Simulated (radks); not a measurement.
Problem. The table gives one normalised radial function P(r) = r R(r) (large component) of Be3+ in 1s1 (r in bohr). All-electron calculation, Dirac Kohn-Sham, BLYP, spin-unpolarised, spherical densities, point nucleus; speed of light set to 411.108 atomic units (3 times the physical value, a model run). Program: a radial shooting solver on a logarithmic mesh with Libxc functionals.

r	P
0.01986	0.2912
0.02312	0.3346
0.02691	0.3836
0.03133	0.4386
0.03648	0.5001
0.04246	0.5683
0.04943	0.6432
0.05755	0.7246
0.067	0.8119
0.07799	0.9042
0.0908	0.9996
0.1057	1.0958
0.1231	1.1896
0.1433	1.2769
0.1668	1.3527
0.1942	1.4113
0.226	1.4466
0.2631	1.4529
0.3063	1.4250
0.3566	1.3598
0.4151	1.2572
0.4833	1.1203
0.5626	0.9569
0.655	0.7781
0.7625	0.5980
0.8877	0.4307
1.033	0.2879
1.203	0.1766
1.401	0.0977

Which n and l does it have? It may be an empty orbital.

Solution. n = 1, l = 0: the number of nodes gives n - l - 1 = 0, the rise at small r points to l (this Dirac orbital starts as r^gamma with gamma = sqrt((l + 1)^2 - (Z/c)^2) = 1.00; the j = 1/2 orbital of l + 1 starts with the same power, but with a smaller coefficient, and then steepens), and the extent must fit the shell. The curve is that of 1s1/2. 1s1/2: eigenvalue -186.38 eV, 0 radial nodes, <r> = 0.383 bohr, 90 % of the charge inside 0.684 bohr.
